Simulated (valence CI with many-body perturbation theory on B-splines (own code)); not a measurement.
## A CI+MBPT run for Sn XXXVI

Computed by relativistic CI+MBPT: five valence electrons over a frozen Dirac-Fock core [Ne], radial functions for each j: 6 s, 6 p, 5 d, 3 f, 1 g, with the one-electron correlation potential Σ1 (screened to all orders), the two-electron term Σ2, the three-electron term Σ3, Breit, model QED; selected single and double excitations, second order for the rest, scaled by the run's own slope (own B-spline code, finite nucleus).

Command, and the settings that its task file holds:

```sh
python run_cv.py task.json out
```

```
atom Sn  Z=50  mass_number=120  rms_radius_fm=4.6519
core [Ne]
valence 3s2 3p3
avg = 1
basis = S
breit = 1
cap = 10000
capref = 1200
cscale = 1
de = 0.0
dress = 0
eps = 2e-08
extrap = 1
h = 0.27
hh = 1
l2 = 3
lcore = 6
maxit = 60
n2 = 5
natural = 1
nlev = 21
nno = [3, 3, 3, 2, 1]
nroot = 26
nsp = [3, 3, 2, 1, 0]
pt2 = 1
qed = 1
rpa = 1
s1 = 1
s2 = -1
s3 = 1
screen = 1
tol = 2e-05
whole = 1
```

It took 22 s on 1 thread of Arm Neoverse V1 (shared host).

Log. The first blocks belong to the next ion, which gives the ionisation energy. Fields: 2J, parity (1 odd), roots, reference size, generating configurations, candidates as configurations/state functions, variational space P, stored matrix elements, Davidson steps; e2 is the range of second-order energies in hartree. The first line gives the box (bohr), its intervals, the orbitals and the steps of their self-consistent field. Window is the range of levels sought, series limit the energy at which the first omitted orbital would enter, core excitation an estimate of the first excitation out of the core, left out the lowest levels not solved, and shifts from estimates the range by which levels moved from their first estimate, all in cm⁻¹.

```
rmax 2.3 intervals 56 orbitals 36 references ['3s2 3p3', '3s 3p4', '3s2 3p2 3d', '3p5', '3s 3p3 3d'] scf 4 t 0.8
2J=0 par=0 roots 2 ref 24 generators 8 cand 708/974 P 728/998 nnz 0 it 0
2J=0 par=0 roots 2 ref 24 generators 10 cand 1430/2341 P 2158/3339 nnz 8.9e+05 it 5
   second order: generators 18 cand 3545/6505 e2 -0.00002 -0.00002
reference levels 559, estimated 52, window 1729000 1/cm; series limit 12639682, core excitation 28373560
2J=3 par=1 roots 4 ref 66 generators 16 cand 252/945 P 903/3461 nnz 1.5e+06 it 4
2J=3 par=1 roots 4 ref 66 generators 28 cand 1084/6482 P 1987/9943 nnz 9.4e+06 it 8
   second order: generators 34 cand 10621/133346 e2 -0.00778 -0.00053
2J=5 par=1 roots 2 ref 65 generators 10 cand 251/1011 P 785/3555 nnz 1.7e+06 it 5
2J=5 par=1 roots 2 ref 65 generators 21 cand 995/6391 P 1780/9946 nnz 9.5e+06 it 8
   second order: generators 27 cand 10361/154816 e2 -0.00820 -0.00126
2J=1 par=1 roots 2 ref 41 generators 12 cand 324/1009 P 1095/3544 nnz 1.4e+06 it 4
2J=1 par=1 roots 2 ref 41 generators 19 cand 1551/6418 P 2646/9962 nnz 7.6e+06 it 8
   second order: generators 27 cand 9218/69303 e2 -0.00199 -0.00041
2J=3 par=0 roots 7 ref 71 generators 19 cand 224/1006 P 937/3574 nnz 1.5e+06 it 9
2J=3 par=0 roots 7 ref 71 generators 27 cand 1067/6419 P 2004/9993 nnz 8.5e+06 it 10
   second order: generators 40 cand 12155/139518 e2 -0.00506 -0.00331
2J=5 par=0 roots 7 ref 74 generators 17 cand 222/996 P 879/3541 nnz 1.6e+06 it 7
2J=5 par=0 roots 7 ref 74 generators 26 cand 979/6071 P 1858/9612 nnz 8.2e+06 it 10
   second order: generators 39 cand 12628/173768 e2 -0.00641 -0.00369
2J=1 par=0 roots 5 ref 44 generators 21 cand 242/854 P 1218/3391 nnz 1.2e+06 it 8
2J=1 par=0 roots 5 ref 44 generators 23 cand 1611/6529 P 2829/9920 nnz 7.3e+06 it 11
   second order: generators 31 cand 9446/67812 e2 -0.00159 -0.00068
2J=7 par=0 roots 4 ref 54 generators 13 cand 198/1012 P 892/3549 nnz 1.6e+06 it 5
2J=7 par=0 roots 4 ref 54 generators 22 cand 798/6394 P 1690/9943 nnz 9.8e+06 it 7
   second order: generators 32 cand 11519/171960 e2 -0.00387 -0.00351
2J=9 par=0 roots 2 ref 34 generators 9 cand 151/918 P 996/3554 nnz 1.5e+06 it 4
2J=9 par=0 roots 2 ref 34 generators 16 cand 853/6335 P 1849/9889 nnz 9.8e+06 it 6
   second order: generators 25 cand 8881/124986 e2 -0.00218 -0.00211
left out: unestimated 2546074, estimated 1875824, shifts from estimates 0 to 100
operators 0.6
```

The Davidson iterations converged. The settings are bad on purpose, so the numbers may not be properties of the ion.

The last digits are not significant, and no measured levels were compared; by estimate large intervals hold to a few tenths of a per cent, small ones and those within an open d or f shell to about a per cent. Among the levels kept, up to 1400 cm⁻¹ of a level comes from second order outside the variational space, and about a tenth of that is noise between levels of different J, which matters for small intervals.

| Property | Result |
| --- | --- |
| Valence energy | -467.4615 hartree |
| Ionisation energy | 2308.4 eV (NIST: 2326 ± 9 eV (semi-empirical)) |
| Reference configurations for the orbitals | 3s2 3p3, 3s 3p4, 3s2 3p2 3d, 3p5, 3s 3p3 3d |
| Radial orbitals | 36 |
| Box radius | 2.341 bohr |
| Largest variational space | 9993 |
| Lowest levels | (3s^2 3p1/2^2 3p3/2) J=3/2 0, (3s^2 3p1/2 3p3/2^2) J=3/2 385320, (3s^2 3p1/2 3p3/2^2) J=5/2 445170, (3s^2 3p1/2 3p3/2^2) J=1/2 518900, (3s^2 3p3/2^3) J=3/2 910770, (3s^2 3p1/2^2 3d3/2) J=3/2 1100300, (3s 3p1/2^2 3p3/2^2) J=5/2 1116200, (3s^2 3p1/2^2 3d5/2) J=5/2 1292400, (3s 3p1/2^2 3p3/2^2) J=1/2 1294100, (3s 3p1/2^2 3p3/2^2) J=3/2 1310900, (3s^2 3p1/2 3p3/2 3d3/2) J=5/2 [a] 1490800, (3s^2 3p1/2 3p3/2 3d3/2) J=3/2 [a] 1491100, (3s^2 3p1/2 3p3/2 3d3/2) J=1/2 [a] 1498900, (3s 3p1/2 3p3/2^3) J=3/2 1523000 cm⁻¹ |

Levels are named by their leading jj configuration (3d3/2^4 stands for four electrons in 3d with j = 3/2), which in mixed levels can hold well under half, so a name can repeat and another be missing. Letters in brackets count levels of one name in rising energy.
